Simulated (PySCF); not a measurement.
C₂H₉FSi₂. Atoms are numbered in the order given.

```xyz
14

C     -3.0742    -0.1477     0.1311
C     -1.6240    -0.5660    -0.0927
Si    -0.3902     0.8664    -0.0985
Si     1.7891     0.0392    -0.3328
F      2.0125    -1.0910     0.8297
H     -3.4238     0.5398    -0.6553
H     -3.2014     0.3679     1.0959
H     -3.7497    -1.0177     0.1316
H     -1.2934    -1.2732     0.6877
H     -1.5160    -1.1050    -1.0499
H     -0.4854     1.6438     1.1787
H     -0.6661     1.8114    -1.2299
H      2.8404     1.0866    -0.1645
H      1.9875    -0.6307    -1.6544
```

The structure is a stationary point at PBE0-D3(BJ)/def2-SVP. This is a generated structure with no PubChem entry under its InChIKey; it may be hypothetical. The values are those of a single conformer.

Method: PySCF with PBE/pcSseg-1.

GIAO shieldings, no solvent; atoms listed in one row are averaged. δ = σ(ref) − σ: ¹³C against TMS (σ = 182.0 ppm); ²⁹Si against TMS (σ = 335.4 ppm); ¹⁹F against CFCl3 (σ = 133.6 ppm); ¹H against TMS (σ = 31.49 ppm), references at their B3LYP-D3(BJ)/def2-TZVP geometries, non-relativistic.

Computed chemical shifts:
```json
[
 {"nucleus": "¹³C", "atoms": "C1", "count": "1", "δ (ppm)": "16.4"},
 {"nucleus": "¹³C", "atoms": "C2", "count": "1", "δ (ppm)": "5.8"},
 {"nucleus": "²⁹Si", "atoms": "Si4", "count": "1", "δ (ppm)": "13.9"},
 {"nucleus": "²⁹Si", "atoms": "Si3", "count": "1", "δ (ppm)": "-67.4"},
 {"nucleus": "¹⁹F", "atoms": "F5", "count": "1", "δ (ppm)": "-292.5"},
 {"nucleus": "¹H", "atoms": "H13, H14", "count": "2", "δ (ppm)": "6.14"},
 {"nucleus": "¹H", "atoms": "H11", "count": "1", "δ (ppm)": "4.20"},
 {"nucleus": "¹H", "atoms": "H12", "count": "1", "δ (ppm)": "3.93"},
 {"nucleus": "¹H", "atoms": "H6, H7, H8", "count": "3", "δ (ppm)": "1.54"},
 {"nucleus": "¹H", "atoms": "H9", "count": "1", "δ (ppm)": "1.34"},
 {"nucleus": "¹H", "atoms": "H10", "count": "1", "δ (ppm)": "1.13"}
]
```
